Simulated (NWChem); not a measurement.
HSeOCl; SMILES Cl[Se]O

```xyz
4

Se     0.4126     0.4706     0.0041
Cl    -0.1920    -1.6345     0.0079
O     -1.1584     1.3032     0.0702
H     -1.4970     1.3622    -0.8347
```
Atoms are numbered in this order, from 1.

Program: NWChem. Coordinates come from a PBE0/def2-SVP optimisation. Ions are spin-unrestricted doublets at the neutral geometry; other ion states weren't tried.

For level PBE0/def2-SVP:

```
Property                               Value
-------------------------------------  -----
vertical ionisation energy, ΔSCF (eV)   9.24
−ε(HOMO) (eV)                           6.70
```

### Question
What are these values for level PBE/def2-SVP?

### Answer
The vertical ionisation energy, ΔSCF (eV) is 8.90 and the −ε(HOMO) (eV) comes out as 5.32.
